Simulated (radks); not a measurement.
Species: the xenon ion Xe40+. Configuration: [Ne] 3s2 3p2.

Method: scalar-relativistic Kohn-Sham, LDA (Slater exchange, Perdew-Wang correlation), spin-polarised, spherical densities, point nucleus; open shells are filled with parallel spins first (spin-orbit coupling, left out, can overturn this in heavy ions); computed with a radial shooting solver on a logarithmic mesh with Libxc functionals.

Energy parts (hartree):
part                        energy
total                  -6019.49313
kinetic                 6391.54801
electron-nucleus      -13067.68921
Hartree                  756.35511
exchange-correlation     -99.70704

Orbitals (lengths in bohr, moments of r in powers of bohr):
1s up: occ. 1; eigenvalue (hartree) -1353.374; <r^2> 0.0009644; <r> 0.02667
1s down: occ. 1; eigenvalue (hartree) -1353.176; <r^2> 0.0009643; <r> 0.02667
2s up: occ. 1; eigenvalue (hartree) -283.5981; <r^2> 0.01505; <r> 0.1131
2s down: occ. 1; eigenvalue (hartree) -283.4137; <r^2> 0.01503; <r> 0.1130
2p up: occ. 3; eigenvalue (hartree) -264.4598; <r^2> 0.01184; <r> 0.09868
2p down: occ. 3; eigenvalue (hartree) -264.2412; <r^2> 0.01183; <r> 0.09865
3s up: occ. 1; eigenvalue (hartree) -112.1941; <r^2> 0.08544; <r> 0.2741
3s down: occ. 1; eigenvalue (hartree) -111.5770; <r^2> 0.08565; <r> 0.2744
3p up: occ. 2; eigenvalue (hartree) -106.2486; <r^2> 0.08132; <r> 0.2656
3p down: occ. 0; eigenvalue (hartree) -105.6277; <r^2> 0.08152; <r> 0.2659
3d up: occ. 0; eigenvalue (hartree) -99.41834; <r^2> 0.06310; <r> 0.2341
3d down: occ. 0; eigenvalue (hartree) -98.87532; <r^2> 0.06304; <r> 0.2339
4s up: occ. 0; eigenvalue (hartree) -59.20405; <r^2> 0.2932; <r> 0.5104
4s down: occ. 0; eigenvalue (hartree) -58.97947; <r^2> 0.2949; <r> 0.5120

The highest occupied level is 3p up at -2891.2 eV. The density falls to 0.001 e/bohr^3 at r = 0.76 bohr.
